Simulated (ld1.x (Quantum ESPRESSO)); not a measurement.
# Reading a pseudo-wave (Cr)

Columns: radius, all-electron u(r) and pseudo u(r) of the 3p shell (level -45.44 eV) of chromium in the configuration [Ne] 3s2 3p6 3d5 4s1 4p0; PBE, scalar-relativistic, RRKJ scheme, ld1.x (Quantum ESPRESSO) 7.5.

| r (bohr) | all-electron | pseudo |
| --- | --- | --- |
| 0.108 | 0.4939 | -0.0325 |
| 0.215 | 0.4707 | -0.1407 |
| 0.322 | 0.0345 | -0.3376 |
| 0.430 | -0.4429 | -0.6001 |
| 0.538 | -0.7986 | -0.8550 |
| 0.645 | -1.0049 | -1.0274 |
| 0.752 | -1.0883 | -1.0955 |
| 0.860 | -1.0845 | -1.0848 |
| 0.968 | -1.0258 | -1.0258 |
| 1.075 | -0.9385 | -0.9385 |
| 1.182 | -0.8387 | -0.8387 |
| 1.290 | -0.7363 | -0.7363 |
| 1.398 | -0.6383 | -0.6383 |
| 1.505 | -0.5489 | -0.5489 |
| 1.612 | -0.4688 | -0.4688 |
| 1.720 | -0.3976 | -0.3976 |
| 1.828 | -0.3357 | -0.3357 |
| 1.935 | -0.2828 | -0.2828 |
| 2.042 | -0.2377 | -0.2377 |
| 2.150 | -0.1989 | -0.1989 |
| 2.258 | -0.1662 | -0.1662 |
| 2.365 | -0.1388 | -0.1388 |
| 2.472 | -0.1159 | -0.1159 |
| 2.580 | -0.0964 | -0.0964 |
| 2.688 | -0.0801 | -0.0801 |
| 2.795 | -0.0667 | -0.0667 |

Question: How many radial nodes do the two functions have?

Answer: The all-electron 3p function has n − l − 1 = 1; the pseudo-wave has 0, since the states of the same l below it are removed with the core.

Question: At about which radius was the pseudo-wave matched?

Answer: 0.90 bohr, where the columns begin to agree (steps of 0.11 bohr).

Question: Is the pseudo-wave norm-conserving?

Answer: Yes: the RRKJ scheme keeps the norm inside the radius equal to the all-electron one, which fixes the energy derivative of the logarithmic derivative at the level.
